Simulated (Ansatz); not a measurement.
One change: `OP[SiH3]` becomes `O[PH][InH2]`.

Ansatz, PBE0-D4/def2-TZVP geometries, multiplicity 1. Each molecule was computed in one conformer, which needn't be the lowest.

Elements past krypton have def2 core potentials.

```json
{"property": "zero-point energy (PBE0-D4/def2-TZVP) / kJ/mol", "`OP[SiH3]`": "127.3"}
{"property": "HOMO energy (PBE0/def2-TZVPP) / eV", "`OP[SiH3]`": "-7.05"}
{"property": "size of the dipole moment (B3LYP/def2-TZVPP) / D", "`OP[SiH3]`": "0.82"}
{"property": "HOMO–LUMO gap (PBE0/def2-TZVPP) / eV", "`OP[SiH3]`": "6.41"}
{"property": "HOMO–LUMO gap (PBE/def2-TZVPP) / eV", "`OP[SiH3]`": "4.34"}
{"property": "HOMO energy (ωB97M-V/def2-TZVPP) / eV", "`OP[SiH3]`": "-9.17"}
```

Task: What does the change do to each property? (Best estimate.)

Result: Ansatz gave: 
| property | `O[PH][InH2]` | shift |
| --- | --- | --- |
| zero-point energy (PBE0-D4/def2-TZVP) / kJ/mol | 92.2 | -35.1 |
| HOMO energy (PBE0/def2-TZVPP) / eV | -6.50 | 0.55 |
| size of the dipole moment (B3LYP/def2-TZVPP) / D | 0.75 | -0.07 |
| HOMO–LUMO gap (PBE0/def2-TZVPP) / eV | 4.71 | -1.70 |
| HOMO–LUMO gap (PBE/def2-TZVPP) / eV | 2.98 | -1.36 |
| HOMO energy (ωB97M-V/def2-TZVPP) / eV | -8.52 | 0.65 |

With PBE0 the HOMO rises by 0.55 eV and the LUMO falls by 1.15 eV, so the gap narrows by about 1.70 eV. PBE moves the HOMO by 0.44 eV and ωB97M-V by 0.65 eV. The zero-point energy changes by -35.1 kJ/mol with -3 modes. Dipoles are sizes alone; their direction can turn.

B3LYP here is the variant with VWN-RPA as its local correlation; programs differ in this.
